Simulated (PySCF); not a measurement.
# Ru⁺ (ruthenium, charge +1): BP86 calculation

Configuration: [Kr] 4d6 5s1, high-spin 6D determinant (an excited configuration). All numbers are calculated (PySCF 2.14, scalar relativity through the core potential, in aug-cc-pVDZ-PP with ECP28MDF (5s5p4d2f, 54 functions)).

```json
{
 "Total energy": "-94.2523 hartree",
 "One-electron energy": "-158.3976 hartree",
 "Hartree (Coulomb) energy": "74.0265 hartree",
 "Exchange-correlation energy": "-9.8813 hartree",
 "⟨S²⟩": "8.7505",
 "⟨L²⟩": "6.009",
 "Sum of ⟨r⟩": "21.37 bohr",
 "Sum of ⟨r²⟩": "38.87 bohr²",
 "Traceless quadrupole moment −½Σ⟨3z² − r²⟩ along its main axis": "0.791 e·bohr²"
}
```

| shell | electrons | mean orbital energy (hartree) | spread (hartree) | rms radius, mean of both spins (bohr) |
| --- | --- | --- | --- | --- |
| 4s α | 1 | -3.28103 | 0 | 1.09 |
| 4s β | 1 | -3.17185 | 0 | 1.09 |
| 4p α | 3 | -2.16903 | 0.05036 | 1.21 |
| 4p β | 3 | -2.05586 | 0.01955 | 1.21 |
| 4d α | 5 | -0.61181 | 0.05489 | 1.73 |
| 4d β | 1 | -0.51184 | 0 | 1.73 |
| 5s α | 1 | -0.46739 | 0 | 3.13 |

Energies and moments cover only the electrons outside the core potential.
